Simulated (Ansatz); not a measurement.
H$_{6}$AlO$_{2}$Si$_{2}$ (SMILES [SiH3][O][Al+][O][SiH3]), charge +1, singlet, geometry from GFN2-xTB (such geometries of metal compounds can be far from the true shape), with bond 11-8 at 1.4 times its length; CASSCF(4,6)/6-31G run with Ansatz (an electronic-structure program).

Ansatz was given this input:
Ansatz 0.2 input:
```yaml
crystal:
  periodic: [false, false, false]
  atoms:
    - {symbol: Al, position_ang: [-0.00000000, -0.00000000, 0.00000000]}
    - {symbol: O, position_ang: [-1.34954850, 0.17162539, 0.86370410]}
    - {symbol: Si, position_ang: [-2.81585377, 0.35809902, 1.80213194]}
    - {symbol: H, position_ang: [-2.63059774, -0.67488439, 2.81775793]}
    - {symbol: H, position_ang: [-3.83237493, 0.09658791, 0.78666785]}
    - {symbol: H, position_ang: [-2.68604797, 1.74179984, 2.25090043]}
    - {symbol: O, position_ang: [1.34954850, -0.17162539, -0.86370410]}
    - {symbol: Si, position_ang: [2.81585377, -0.35809902, -1.80213194]}
    - {symbol: H, position_ang: [2.36717530, -1.28181746, -2.84054541]}
    - {symbol: H, position_ang: [3.72391198, -0.90225071, -0.79605049]}
    - {symbol: H, position_ang: [3.15476521, 1.57203033, -2.38536964]}
basis:
  gaussian:
    orbitals: 6-31G
hamiltonian:
  xc: hf
total_charge: 1
magnetization: {spin_polarized: false}
correlation: {active_space: {window: {electrons: 4, orbitals: 6}}}
```

### Question
What does Ansatz print? Leave out banner, timings and long lists.

### Answer

```
Functional definition: HF
762 factors; integrals over basis functions are off by at most 1.7e-4 eV
mean field evaluation 1: about -26457.6696 eV, gradient 7.0e1 eV
mean field evaluation 2: about -26457.6845 eV, gradient 7.0e1 eV
mean field evaluation 4: about -26466.8921 eV, gradient 2.6e0 eV
mean field evaluation 8: about -26466.9264 eV, gradient 1.1e-1 eV
mean field -26466.92645078 eV, -972.6416071390 hartree, gradient 9.1e-6 eV, S^2 0.000000; 0 other end points of the search recorded, 0 dependent functions left out
reference -26466.92645078 eV, -972.6416071390 hartree; 31, 31 occupied and 38, 38 virtual orbitals, 762 factors
state -26468.26082787 eV, -972.6906445926 hartree
2 active orbitals were swapped for others, from the solution at -26468.12715995 eV, -972.6857323871 hartree to that at -26468.26082787 eV, -972.6906445926 hartree; typed "places" are swapped only where nearly empty or full, and so, without "given_window_search", are "orbital_numbers", "shells" and a window whose orbitals a file names under [Active]
Total energy: -26468.26082787 eV, -972.6906445926 hartree
```
